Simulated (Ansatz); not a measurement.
H$_{6}$In$_{2}$S$_{2}$ (`[SH+]1[InH2-][SH+][InH2-]1`). Charge 0, multiplicity 1. In takes the def2 core potential.

```json
{"atom": "S1", "x (Å)": "-1.746", "y (Å)": "-0.626", "z (Å)": "0.249"}
{"atom": "In2", "x (Å)": "0.636", "y (Å)": "-1.495", "z (Å)": "0.829"}
{"atom": "S3", "x (Å)": "1.757", "y (Å)": "0.501", "z (Å)": "-0.406"}
{"atom": "In4", "x (Å)": "-0.602", "y (Å)": "1.100", "z (Å)": "-1.325"}
{"atom": "H5", "x (Å)": "-1.827", "y (Å)": "0.207", "z (Å)": "1.299"}
{"atom": "H6", "x (Å)": "0.872", "y (Å)": "-2.831", "z (Å)": "-0.209"}
{"atom": "H7", "x (Å)": "0.860", "y (Å)": "-1.219", "z (Å)": "2.502"}
{"atom": "H8", "x (Å)": "1.692", "y (Å)": "1.339", "z (Å)": "0.641"}
{"atom": "H9", "x (Å)": "-0.985", "y (Å)": "2.648", "z (Å)": "-0.708"}
{"atom": "H10", "x (Å)": "-0.658", "y (Å)": "0.377", "z (Å)": "-2.872"}
```

(1) What are the harmonic wavenumbers in cm⁻¹ at PBE0-D4/def2-TZVP (Ansatz, finite differences of forces, unscaled)? (Best estimate.)

(2) Is this a minimum?

(3) Give the ideal-gas thermochemistry at 298.15 K and 1 bar (rigid rotor, harmonic oscillator; point group C2v, symmetry number 2).

(4) And at 400, 500, 600, 800 and 1000 K?

(5) Rotational constants (cm⁻¹)?

## Answers

(1) The calculation gave: 42, 95, 179, 236, 247, 263, 308, 327, 348, 381, 533, 538, 563, 563, 574, 583, 584, 585, 1848, 1852, 1869, 1873, 2716, 2717.

(2) Yes, all 24 modes are real.

(3) Zero-point energy 118.6 kJ/mol; H(298) − E = 145.8 kJ/mol; entropy 407.9 J/(mol·K), of which translation 180.0, rotation 122.1, vibration 105.8; G(298) − E = 24.2 kJ/mol. Modes under 100 cm⁻¹ are hindered rotations or soft bends, so the harmonic entropy is rough.

(4) 
| T (K) | H − E (kJ/mol) | S (J/mol/K) | G − E (kJ/mol) |
| --- | --- | --- | --- |
| 400 | 161.3 | 452.6 | -19.7 |
| 500 | 177.9 | 489.6 | -66.9 |
| 600 | 195.5 | 521.6 | -117.5 |
| 800 | 232.8 | 575.2 | -227.3 |
| 1000 | 272.5 | 619.4 | -346.9 |

(5) 0.06798, 0.02155, 0.01692.
